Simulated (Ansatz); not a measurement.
Reaction (formal loss of a carbene): `C[SiH](F)P` → `[CH2]` (triplet) + `F[SiH2]P`

Computed with Ansatz on PBE0-D4/def2-TZVP structures; ΔE is electronic, products minus reactants. CBS: MP2 limit from def2 TZ/QZ plus the TZ coupled-cluster correction, frozen cores. This one scheme is used for every species. Functionals use def2-TZVPP. Triplets are unrestricted, without spin–orbit coupling. Each species was taken in one conformer, which may not be the lowest.

Question: Is it downhill or uphill in electronic energy at CCSD(T)/CBS, and by how much? (Estimate.)

Answer: Computed: Uphill: ΔE = +5.05 eV.

Question: What do these levels give: B97M-V, r2SCANh-D4, CAM-B3LYP-D4, ωB97X-V, revPBE, BHLYP, LC-ωPBE, HF/def2-SVP, HF/def2-TZVPP, HF/CBS(def2), MP2/CBS(def2), CCSD/CBS(def2)? (An estimate is asked.)

Answer: The calculation gave: B97M-V 5.09, r2SCANh-D4 4.84, CAM-B3LYP-D4 5.02, ωB97X-V 5.15, revPBE 4.79, BHLYP 4.76, LC-ωPBE 4.95, HF/def2-SVP 3.51, HF/def2-TZVPP 3.47, HF/CBS(def2) 3.47, MP2/CBS(def2) 5.21, CCSD/CBS(def2) 4.93 eV.

Question: What do rigid-rotor, harmonic-oscillator terms from PBE0-D4/def2-TZVP frequencies (298.15 K, 1 bar) make of the CCSD(T)/CBS value? (An estimate is asked.)

Answer: Ansatz gave: ΔZPE = -0.31 eV, ΔH = +4.80 eV, ΔS = 158 J/(mol·K), ΔG = +4.31 eV. Open shells count their whole term as degenerate.

Largest T1 diagnostic among the species: 0.013.

At CCSD(T), def2-SVP lies −0.29 eV from the extrapolated value and def2-TZVPP −0.13 eV. Leaving LDA and LC-ωPBE aside and taking each functional with its dispersion term where it has one, the values, not all of them listed here, spread over 0.34 eV, from r2SCAN0-D4 to ωB97X-V. LDA lies +0.76 eV from PBE without D4.
